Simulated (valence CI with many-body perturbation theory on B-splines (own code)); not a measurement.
# Energy levels of Ge⁹⁺

Calculated by configuration interaction combined with many-body perturbation theory (CI+MBPT): five valence electrons over a frozen Dirac-Fock core [Ar], radial functions for each j: 7 s, 7 p, 8 d, 6 f, 4 g, 1 h, with the one-electron correlation potential Σ1 (screened to all orders), the two-electron term Σ2, the three-electron term Σ3, Breit, model QED; selected single and double excitations, second order for the rest, scaled by the run's own slope (own B-spline code, finite nucleus).

No measured levels were compared; by estimate terms of the open shell hold to 2 to 4 % of their energy, and close levels can change places. Among the levels kept, up to 1300 cm⁻¹ of a level comes from second order outside the variational space, and about a tenth of that is noise between levels of different J, which matters for small intervals. Excitations out of the core, of the other parity, are not computed and may begin above about 63.8 eV (a cautious bound); beyond it only levels of the ground parity were kept, without lifetimes.

Levels 46 to 90 of 99, with energies above the lowest level, 3d5 6S_5/2. "Leading %" is the weight of the configuration and term that name the level; weights of strongly mixed levels are sums over their largest components and can fall short.

```
No.  Configuration  Term     J  E (cm⁻¹)  Leading %      g  Second component
 46         3d4 4s    4D   7/2    782490         97  1.424                  
 47         3d4 4s    4P   1/2    805780         91  2.577                  
 48         3d4 4s    4H   7/2    807020         89  0.699     5 % 3d4 4s 4G
 49         3d4 4s    4H   9/2    807750         85  1.000     8 % 3d4 4s 4G
 50         3d4 4s    4H  11/2    809060         92  1.139     6 % 3d4 4s 4G
 51         3d4 4s    4P   3/2    810060         94  1.716                  
 52         3d4 4s    4H  13/2    810330         97  1.227                  
 53         3d4 4s    4F   5/2    812300         77  0.932    21 % 3d4 4s 4G
 54         3d4 4s    4F   3/2    812650         98  0.405                  
 55         3d4 4s    4F   7/2    812660         74  1.160    19 % 3d4 4s 4G
 56         3d4 4s    4F   9/2    813000         70  1.253    10 % 3d4 4s 4H
 57         3d4 4s    4P   5/2    815930         96  1.591                  
 58         3d4 4s    4G   5/2    816810         67  0.698    19 % 3d4 4s 4F
 59         3d4 4s    2H   9/2    817300         86  0.953     8 % 3d4 4s 4F
 60         3d4 4s    2P   1/2    817330         90  0.744     4 % 3d4 4s 4P
 61         3d4 4s    2H  11/2    818240         65  1.139    28 % 3d4 4s 4G
 62         3d4 4s    4G   7/2    818770         72  1.035    21 % 3d4 4s 4F
 63         3d4 4s    4G   9/2    819670         79  1.182    12 % 3d4 4s 4F
 64         3d4 4s    4G  11/2    821370         65  1.209    30 % 3d4 4s 2H
 65         3d4 4s    2F   7/2    821720         70  1.074    25 % 3d4 4s 2G
 66         3d4 4s    2F   5/2    823030         85  0.838    10 % 3d4 4s 4G
 67         3d4 4s    2P   3/2    824300         89  1.321     5 % 3d4 4s 4D
 68         3d4 4s    2G   7/2    827330         84  0.928    14 % 3d4 4s 2F
 69         3d4 4s    2G   9/2    829200         94  1.103                  
 70         3d4 4s    4D   7/2    829950         97  1.424                  
 71         3d4 4s    4D   5/2    830540         93  1.368                  
 72         3d4 4s    4D   3/2    831320         91  1.203     4 % 3d4 4s 2P
 73         3d4 4s    4D   1/2    831780         97  0.023                  
 74         3d4 4s    2I  13/2    833480         97  1.079                  
 75         3d4 4s    2I  11/2    833720         95  0.929                  
 76         3d4 4s    2G   9/2    835690         88  1.113     5 % 3d4 4s 4F
 77         3d4 4s    2G   7/2    836210         83  0.916    11 % 3d4 4s 2F
 78         3d4 4s    2D   5/2    838950         96  1.194                  
 79         3d4 4s    2D   3/2    839860         96  0.810                  
 80         3d4 4s    2S   1/2    841960         94  1.987                  
 81         3d4 4s    2D   5/2    850840         93  1.204                  
 82         3d4 4s    2D   3/2    851150         94  0.806                  
 83         3d4 4s    2F   7/2    860360         94  1.147                  
 84         3d4 4s    2F   5/2    860420         94  0.865                  
 85         3d4 4s    4P   5/2    872550         97  1.593                  
 86         3d4 4s    4F   9/2    874170         98  1.330                  
 87         3d4 4s    4F   3/2    874840         97  0.411                  
 88         3d4 4s    4F   7/2    875120         94  1.232                  
 89         3d4 4s    4F   5/2    875170         95  1.025                  
 90         3d4 4s    4P   3/2    876010         90  1.691     8 % 3d4 4s 2P
```

Names give the largest LS component (configuration and term), which can be under half, so a name can repeat, a term be missing and a line seem to break the LS rules; names also repeat where a configuration has a term twice.

Where two levels of one J and parity lie close, their mixing, g and order are uncertain.
